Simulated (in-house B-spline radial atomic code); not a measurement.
Values are calculated unless marked as measured or tabulated.
Stopping of slow ions oscillates with Z: Ga to Tc at r_s = 1.5

A nucleus sits in a uniform electron gas with a rigid positive background. The Kohn-Sham equations are solved self-consistently in the spin-unpolarised LDA (PW92), non-relativistic, on B-splines with outgoing waves at the boundary and partial waves to l = 8. The model has no lattice, no bands and no magnetic solution. Atomic units; δ_l are the phase shifts at the Fermi level, counted so that each bound state adds π, and good to about 0.0005.

The density parameter is r_s = 1.5 bohr. The friction coefficient Q = n k_F σ_tr gives dE/dx = Q v for slow ions. Some elements are left out of the table, so an extreme may lie at one of them.

```json
{"ion": "Ga", "δ0/π": "3.000", "δ1/π": "2.201", "δ2/π": "1.082", "δ3/π": "0.048", "σ_tr (bohr²)": "5.44", "Q (a.u.)": "0.4924"}
{"ion": "Ge", "δ0/π": "3.062", "δ1/π": "2.265", "δ2/π": "1.125", "δ3/π": "0.052", "σ_tr (bohr²)": "7.23", "Q (a.u.)": "0.6547"}
{"ion": "As", "δ0/π": "3.124", "δ1/π": "2.331", "δ2/π": "1.167", "δ3/π": "0.055", "σ_tr (bohr²)": "9.86", "Q (a.u.)": "0.8923"}
{"ion": "Se", "δ0/π": "3.184", "δ1/π": "2.396", "δ2/π": "1.210", "δ3/π": "0.058", "σ_tr (bohr²)": "13.15", "Q (a.u.)": "1.1903"}
{"ion": "Br", "δ0/π": "3.242", "δ1/π": "2.460", "δ2/π": "1.256", "δ3/π": "0.060", "σ_tr (bohr²)": "16.92", "Q (a.u.)": "1.5316"}
{"ion": "Kr", "δ0/π": "3.297", "δ1/π": "2.520", "δ2/π": "1.305", "δ3/π": "0.062", "σ_tr (bohr²)": "20.96", "Q (a.u.)": "1.8970"}
{"ion": "Rb", "δ0/π": "3.349", "δ1/π": "2.577", "δ2/π": "1.358", "δ3/π": "0.064", "σ_tr (bohr²)": "24.95", "Q (a.u.)": "2.2582"}
{"ion": "Sr", "δ0/π": "3.398", "δ1/π": "2.629", "δ2/π": "1.415", "δ3/π": "0.065", "σ_tr (bohr²)": "28.45", "Q (a.u.)": "2.5750"}
{"ion": "Zr", "δ0/π": "3.489", "δ1/π": "2.722", "δ2/π": "1.537", "δ3/π": "0.066", "σ_tr (bohr²)": "31.77", "Q (a.u.)": "2.8752"}
{"ion": "Nb", "δ0/π": "3.531", "δ1/π": "2.764", "δ2/π": "1.601", "δ3/π": "0.068", "σ_tr (bohr²)": "30.81", "Q (a.u.)": "2.7885"}
{"ion": "Mo", "δ0/π": "3.573", "δ1/π": "2.805", "δ2/π": "1.665", "δ3/π": "0.069", "σ_tr (bohr²)": "28.17", "Q (a.u.)": "2.5493"}
{"ion": "Tc", "δ0/π": "3.615", "δ1/π": "2.845", "δ2/π": "1.727", "δ3/π": "0.072", "σ_tr (bohr²)": "24.37", "Q (a.u.)": "2.2058"}
```

Where are the largest and smallest frictions, and what do the phase shifts say there?

Largest: Zr, Q = 2.8752; smallest: Ga, Q = 0.4924, a ratio of 5.8. For the largest δ2/π = 1.54: the d resonance is about half filled and sits at the Fermi level, where it scatters most. For the smallest, which lies at the edge of the table, the differences δ_l − δ_(l+1), measured from the nearest multiple of π, are 0.20π, 0.12π, 0.03π; σ_tr grows with the sines of these.

At equal speed, Lindhard and Scharff's formula, with silicon as an example target, scales as Z^(7/6)/(Z^(2/3) + 14^(2/3))^(3/2). How does its rise from the first ion to the last compare?

It rises smoothly by 1.0467/0.8852 = 1.18, while Q changes by 2.206/0.492 = 4.48. The statistical formula averages over shells, so it can't show the oscillation.
